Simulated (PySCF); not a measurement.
# Polarisability and C₆ of Zr⁻ (zirconium, charge -1)

[Kr] 4d3 5s2, high-spin 4F determinant. Calculation: PySCF 2.14, in aug-cc-pVTZ-PP with ECP28MDF; a scalar-relativistic core potential. Coupled (time-dependent) response in atomic units; α is the mean over directions.

```
method  mean α (bohr³)  C₆ (like pair)   S(−4)
 wB97X           463.1           10190  272600
```

S(−4) is the Cauchy moment in α(ω) = α(0) + S(−4) ω² + …

Spin-orbit coupling is absent.

α(iu) at wB97X:

```tsv
u (hartree)	α(iu) (bohr³)
0	463.1
0.0500	272.3
0.100	143.8
0.200	61.66
0.300	35.98
0.500	17.75
0.750	10.05
1.00	6.687
1.50	3.683
2.00	2.346
3.00	1.184
5.00	0.4664
```

For an ion, C₆ is the dispersion term alone; charge-induced terms of lower order in 1/R come first.

Energies and moments cover only the electrons outside the core potential.
